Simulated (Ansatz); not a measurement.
Stepwise reaction of `[NH2][Al]([Br])[Br]` with ammonia, as a gas-phase model of exchange steps in deposition or etching. ΔE in kJ/mol; ΔG adds harmonic PBE0-D4 terms to CCSD(T)/CBS, at 1 bar.

Calculated with Ansatz (gas phase, PBE0-D4/def2-TZVP geometries, no zero-point term in ΔE). CBS: MP2 limit from def2 TZ/QZ plus the TZ coupled-cluster correction, frozen cores. This one scheme is used for every species. DFT in def2-TZVPP. B3LYP here is the variant with VWN-RPA as its local correlation; programs differ in this. For Br outer-core shells are correlated without core-valence functions, which leaves a few kJ/mol of doubt a bond. Scalar relativity is left out up to krypton. Each species was taken in one conformer, which may not be the lowest.

```
step                                                      reaction  PBE-D4  B3LYP-D4  ωB97M-V  CCSD(T)/CBS  ΔG(600 K)
   1    `[NH2][Al]([Br])[Br]` + NH₃ → `[NH2][Al]([NH2])[Br]` + HBr    75.3      71.3     73.3         76.3       64.9
   2  `[NH2][Al]([NH2])[Br]` + NH₃ → `[NH2][Al]([NH2])[NH2]` + HBr    90.4      87.3     90.3         90.4       82.3
```

**Question.** By hand: ΔE of the 2 steps together at CCSD(T)/CBS.

**Answer.** (76.3) + (90.4) = 166.7 kJ/mol, or 83.3 kJ/mol a step.

In ΔE each step is higher than the one before. All are uphill at CCSD(T)/CBS. ΔG lies between 64.9 and 82.3 kJ/mol a step. PBE-D4 differs from CCSD(T)/CBS by -1.0 to 0.0 kJ/mol a step. Isolated molecules leave out the surface, adducts and barriers. Largest T1 diagnostic: 0.009.
